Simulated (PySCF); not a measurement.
AgH₆N₂, SMILES [NH3]->[Ag+]<-[NH3], charge +1, multiplicity 1.

Geometry optimised at B3LYP-D3(BJ)/def2-SVP. The spin state was assumed, not searched. The isomer is the one that the SMILES or the coordinates give; other isomers of the formula were not compared. The def2 effective core potentials stand for the cores of Ag; spin–orbit coupling is left out.

Two levels are set side by side: TDA-PBE/def2-SVPD (PySCF) and TDA-PBE0/def2-SVPD (PySCF). Vertical, same geometry. The lowest singlet is HOMO→LUMO 96 % with PBE and HOMO→LUMO 98 % with the other functional; states are paired by order. Differences are taken from unrounded values.

```csv
quantity,TDA-PBE0,TDA-PBE,TDA-PBE minus TDA-PBE0
lowest singlet excitation (eV),6.15,5.61,-0.54
lowest triplet excitation (TDA) (eV),5.09,4.70,-0.39
first bright state (f over 0.05) (eV),7.42,6.92,-0.50
its oscillator strength,0.17,0.15,-0.01
```

Functionals without exact exchange tend to place singlet excitations lower, as here. Differences between two approximate levels are no errors against the true value.

Rough cost on one machine, each run with all the roots and properties that it gave: TDA-PBE0 against TDA-PBE within a factor of 2.
